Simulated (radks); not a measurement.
Results of a calculation; reference values are marked as such.
Q: Ionisation of the gallium ion Ga12+, [Ar] 3d1, to [Ar] as the strength of local exchange is varied. Code: a radial shooting solver on a logarithmic mesh with Libxc functionals. Model: scalar-relativistic Kohn-Sham, Slater X-alpha exchange (alpha = 2/3 is LDA exchange), no correlation, spin-polarised, spherical densities, finite nucleus; open shells are filled with parallel spins first; Fermi nuclear charge, rms radius 3.9973 fm.

alpha  E(Ga12+) (hartree)  exchange (hartree)  IE (eV)  -e of the level emptied (eV)  <r> of it (bohr)
0.667         -1876.99773           -58.82610   355.14                   335.68 (3d)            0.5530
0.734         -1882.92013           -64.88434   359.23                   339.78 (3d)            0.5501
0.783         -1887.26008           -69.33224   362.24                   342.80 (3d)            0.5479
0.823         -1890.80830           -72.97398   364.71                   345.28 (3d)            0.5462
0.945         -1901.66045           -84.14127   372.28                   352.89 (3d)            0.5409
1.038         -1909.96341           -92.71471   378.12                   358.76 (3d)            0.5371
x             -1910.05283           -92.80718   378.18                   358.82 (3d)            0.5370

Which alpha was used in the last row?

A: alpha = 1.039. NIST Atomic Spectra Database: 356 +/- 3 eV (theoretical). The Delta-SCF value meets it near alpha = 0.68. Open shells are spherical and high-spin; term and fine-structure splittings are not resolved.
